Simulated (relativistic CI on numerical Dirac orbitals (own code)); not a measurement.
**V2+: resonant inelastic scattering at the M2,3 edge**

Computed with this model: Dirac-Coulomb-Breit CI, KLI orbitals optimised for each configuration, a model potential for QED, valence Slater integrals scaled by 0.9, Kramers-Heisenberg scattering through one core-hole configuration in a parametric crystal field; configurations [Ar] 3d3 → [Ne] 3s2 3p5 3d4; 80 K; core-hole width 0.48 eV; summed over polarisations. Incident energies are the highest absorption maxima for each field (at most a few, so the weaker spin-orbit partner edge can be absent), on the computed scale of the free ion. Intensities are in per cent of the strongest line above 0.02 eV; levels within 1 cm⁻¹ are merged; final levels count from the ground level, the first row holds all elastic scattering, lines under 0.4 are left out and each table stops after 24 rows. The scale of the Slater integrals is a model choice and moves the terms in proportion.

Field parameters in Wybourne normalisation: D3d B²₀ = −7Dσ, B⁴₀ = −14Dq − 21Dτ, B⁴₃ = −14√(10/7) Dq; D4h B²₀ = −7Ds, B⁴₀ = 21(Dq − Dt), B⁴₄ = 21√(5/14) Dq; Oh B⁴₀ = 21Dq, B⁴₄ = √(5/14) B⁴₀. The field is a parameter set, without covalency.

S is read from ⟨S²⟩ = S(S + 1).

D3d, 10Dq = 8500, Dσ = -610, Dτ = -360 cm⁻¹:

```tsv
Final level (eV)	Degeneracy	Irrep	S	45.3 eV	49.9 eV	55 eV
0.000	4	Γ4+Γ5+Γ6	1.50	56.0	164.5	231.8
0.724	2	Γ4	1.50	10.7	22.6	98.3
0.725	2	Γ5+Γ6	1.50	10.1	22.6	100.0
0.726	2	Γ4	1.50	9.2	12.3	97.6
0.727	2	Γ4	1.50	8.4	16.9	94.2
1.055	2	Γ5+Γ6	1.50	12.3	25.0	71.1
1.056	2	Γ4	1.50	12.1	17.3	70.8
1.387	2	Γ4	1.50	3.1	55.6	87.6
1.391	2	Γ5+Γ6	1.50	3.4	52.8	89.5
1.395	2	Γ4	1.50	3.7	52.5	88.9
1.399	2	Γ4	1.50	3.9	57.2	84.4
1.740	2	Γ5+Γ6	1.50	0.7	40.1	85.1
1.741	2	Γ4	1.50	0.7	42.0	86.0
1.942	2	Γ5+Γ6	0.51	0.0	0.1	0.7
2.392	2	Γ4	0.50	0.0	0.6	0.1
2.599	2	Γ4	0.51	0.0	0.5	0.2
2.653	2	Γ4	1.47	1.5	11.4	8.6
2.659	2	Γ4	1.48	1.5	11.2	10.4
2.665	2	Γ5+Γ6	1.47	1.5	10.3	14.2
2.674	2	Γ4	1.50	1.5	10.7	18.3
2.749	2	Γ4	0.54	0.1	0.7	0.4
2.751	2	Γ5+Γ6	0.55	0.1	0.6	0.5
2.776	2	Γ4	0.56	0.1	0.7	0.4
3.036	2	Γ5+Γ6	1.49	0.9	22.5	25.3
```

D4h, 10Dq = 9100, Ds = -820, Dt = 580 cm⁻¹:

```
Final level (eV)  Degeneracy  Irrep     S  45.4 eV  49.7 eV  54.9 eV
           0.000           2     Γ7  1.50     55.4    166.2    225.1
           0.000           2     Γ6  1.50      0.4      2.9      1.2
           0.496           2     Γ7  1.50     13.0     17.5     82.6
           0.499           2     Γ7  1.50     13.8     24.4     82.5
           0.501           2     Γ6  1.50     14.5     24.3     76.8
           0.503           2     Γ6  1.50     14.6     17.7     67.8
           1.012           2     Γ6  1.50      2.3     51.5     57.7
           1.012           2     Γ7  1.50      2.3     59.3     53.5
           1.124           2     Γ7  1.50      5.8     22.4    100.0
           1.128           2     Γ6  1.50      5.7     21.9     93.1
           1.203           2     Γ7  1.50      1.8     63.8     81.2
           1.212           2     Γ7  1.50      1.6     51.0     75.9
           1.218           2     Γ6  1.50      1.8     46.3     67.1
           1.224           2     Γ6  1.50      1.7     37.2     56.0
           1.813           2     Γ7  0.50      0.0      0.4      0.2
           1.826           2     Γ6  0.50      0.0      0.6      0.1
           2.475           2     Γ6  0.66      0.2      3.0      0.9
           2.489           2     Γ7  0.74      0.3      4.6      1.2
           2.507           2     Γ6  1.50      0.9     17.5      8.3
           2.517           2     Γ6  1.41      0.8     16.2      5.5
           2.522           2     Γ7  1.50      0.9     21.9      3.5
           2.524           2     Γ7  1.36      0.7     16.4      3.7
           2.748           2     Γ7  1.46      1.7      3.5     79.8
           2.750           2     Γ6  1.49      1.8      3.9     88.3
```

Oh, 10Dq = 24800 cm⁻¹:

```tsv
Final level (eV)	Degeneracy	Irrep	S	46.4 eV	51.4 eV	57.5 eV
0.000	4	Γ8	1.50	197.3	75.4	52.8
3.054	4	Γ8	0.90	10.8	12.1	18.9
3.062	2	Γ7	1.25	11.1	9.4	21.4
3.079	2	Γ7	0.89	4.9	3.6	10.0
3.080	4	Γ8	1.45	26.7	32.9	54.9
3.080	6	Γ6+Γ8	1.37	35.8	42.0	67.8
4.182	2	Γ7	1.50	1.7	16.8	48.7
4.182	4	Γ8	1.50	3.6	31.7	100.0
4.182	2	Γ6	1.50	1.4	10.0	33.7
4.183	4	Γ8	1.50	3.0	23.4	68.7
6.597	2	Γ7	0.59	0.2	0.0	0.9
6.606	4	Γ8	0.57	0.3	0.1	1.0
6.652	4	Γ8	1.48	1.8	1.4	12.9
6.655	2	Γ7	1.45	0.8	0.7	9.1
6.657	4	Γ8	1.49	1.9	1.3	21.9
6.659	2	Γ6	1.50	1.0	0.7	14.2
```

For the first field the strongest loss at the lowest incident energy is the level at 1.06 eV (S = 1.50, against 1.50 in the thermal ground state).
